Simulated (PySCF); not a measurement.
Sn(F)(I), SMILES [Sn]([I])[F] (FISn), CAM-B3LYP/def2-SVP optimised geometry. Atoms within 1.6 Å of the plane z = 0.0 Å (x, y, z in Å): Sn1 (-1.23, -0.96, 0.00), F2 (-1.51, 0.96, 0.00), I3 (1.51, -0.96, 0.00).

Level of theory: CAM-B3LYP/def2-TZVP, def2 effective core potentials past Kr run with PySCF. The core electrons that the potentials of I, Sn replace are not part of the density. Cells within 0.4 Å of a nucleus heavier than hydrogen are left out (blank, or x).

Map of the log10 of the electron density (e/bohr³), floored at −4 on the plane z = 0.0 Å:

```
|00000000000000000000000000000|
|00000000000000000000000000000|
|00000000000000000000000000000|
|00000000000000000000000000000|
|00000000111000000000000000000|
|00000112222210000000000000000|
|00001223333321000000000000000|
|00012344554432100000000000000|
|00012455666543211111111000000|
|00123457887654222222221110000|
|00123568xx8754322233332211000|
|00123568xxx754333344433322100|
|00123467887654334445444332110|
|00123456776654445555555433210|
|00123455666655455666665543221|
|01223456778765556677776544321|
|01234456899976566789986654321|
|012345679xxx866667xxx97654321|
|012345679xx98666679xx97654321|
|01234556899876566789976654321|
|01234456677765556677766543321|
|01223445566555455566665543211|
|00123344555544444555554433210|
|00122334444433334444444332110|
|00012223333332233333333221100|
|00001122222222222233322211000|
|00000111111111111222221100000|
|00000000000000000111110000000|
|00000000000000000000000000000|
```
Scale: ten equal steps from -4.00 (start of '0') to 0.576 (end of '9'), in the order '0123456789'; x runs from -4.00 to 4.00, y from -4.00 (bottom) to 4.00 (top).
